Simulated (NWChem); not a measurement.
System: BF cation, doublet

```xyz
2

B      0.0000     0.0000    -0.7773
F      0.0000     0.0000     0.4351
```
Atoms are numbered in this order, from 1.

Level: PBE0-D3(BJ)/def2-TZVP, spin-unrestricted (NWChem), optimised geometry, unscaled harmonic frequencies. 

```tsv
frequency (cm⁻¹)	IR intensity (km/mol)
1708	182.9
```

The zero-point energy is 2.4 kcal/mol and the thermal correction to the enthalpy at 298.15 K (with zero-point energy) is 4.5 kcal/mol. The heat capacity Cv is 5.0 cal/(mol K).

Rigid rotor and harmonic oscillator.
